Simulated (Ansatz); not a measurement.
Frontier orbitals of `BSC(=C)CF`.

The species carries charge 0 and has multiplicity 1. The geometry is a stationary point of PBE0-D4/def2-TZVP. It is one conformer, not always the lowest. Basis def2-TZVPP, the Gaussian-basis code of Ansatz.

| functional | HOMO (eV) | LUMO (eV) |
| --- | --- | --- |
| BHLYP | -8.04 | -0.30 |

(1) Give HOMO and LUMO (eV) with LDA (SPW92), PBE, revPBE, BLYP, r2SCAN, B97M-V, PBE0, B3LYP, r2SCANh, r2SCAN0, HSE06 (plane-wave form), CAM-B3LYP, LC-ωPBE, ωB97X-V, ωB97M-V, HF. (Estimate.)

## Answers

(1) Ansatz gave: 
```tsv
functional	HOMO	LUMO
LDA (SPW92)	-5.86	-2.51
PBE	-5.73	-2.31
revPBE	-5.68	-2.23
BLYP	-5.58	-2.17
r2SCAN	-5.97	-2.14
B97M-V	-6.08	-2.12
PBE0	-6.95	-1.37
B3LYP	-6.72	-1.58
r2SCANh	-6.42	-1.80
r2SCAN0	-7.11	-1.28
HSE06 (plane-wave form)	-6.55	-1.75
CAM-B3LYP	-8.28	-0.25
LC-ωPBE	-9.65	0.83
ωB97X-V	-9.30	0.79
ωB97M-V	-9.15	0.69
HF	-9.73	2.34
```

B3LYP here is the variant with VWN-RPA as its local correlation; programs differ in this. LC-ωPBE has ω = 0.4 bohr⁻¹. Positive LUMOs are unbound and depend on the basis.
